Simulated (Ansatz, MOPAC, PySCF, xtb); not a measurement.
Dimer: CH4O (SMILES CO) (first 6 atoms) with H2 (SMILES [H][H]); geometry from B3LYP-D3(BJ)/def2-TZVP, rigid monomers moved along the line of their centres of mass till O2···H7 is 2.92 Å.
(charge 0, multiplicity 1):
```xyz
8

C      0.6856     0.3495    -0.3547
O     -0.6614     0.2028     0.0765
H      1.3729    -0.2815     0.2193
H      0.9563     1.3913    -0.1904
H      0.8022     0.1252    -1.4204
H     -0.9365    -0.7074    -0.0722
H     -0.2244    -0.2789     2.9198
H      0.0451    -0.5183     3.5730
```

Monomers are frozen at their geometry in the pair; levels with a basis set take the counterpoise correction. Rows marked so take none.

Cores are frozen in the correlated methods. CBS: X⁻³ extrapolation of the correlation energy, Hartree–Fock from the larger set. Rows in 3-21G, 6-311+G**, 6-31G* carry no dispersion term and start afresh at each structure (6-31G* with six Cartesian d functions). MP2/6-31G* freezes PySCF's default core. The state that AM1 reach isn't checked.

Programs: Ansatz (Gaussian orbitals); MOPAC for AM1 (differences of heats of formation); PySCF for 3-21G rows, 6-311+G** rows, 6-31G* rows, the dispersion terms; xtb for the GFN methods. Values without a source in brackets are computed.

```
level                                                     interaction energy (meV)
--------------------------------------------------------  ------------------------
GFN-FF                                                                        -9.7
AM1                                                                           -6.0
HF/3-21G (no counterpoise)                                                   -48.9
r2SCAN-D3(BJ)/def2-TZVPPD                                                    -24.5
B3LYP/6-311+G** (no counterpoise)                                            -12.8
wB97M-V/def2-TZVPPD                                                          -27.0
MP2/6-31G* (no counterpoise)                                                 -44.6
CCSD(T)/aug-cc-pVDZ                                                          -23.8
MP2/CBS(aug-cc-pVDZ, aug-cc-pVTZ) + ΔCCSD(T)/aug-cc-pVDZ                       [?]
```

Task: Complete the blanks.

Result: 
- MP2/CBS(aug-cc-pVDZ, aug-cc-pVTZ) + ΔCCSD(T)/aug-cc-pVDZ, interaction energy (meV): -28.7

Ansatz is an electronic-structure program.
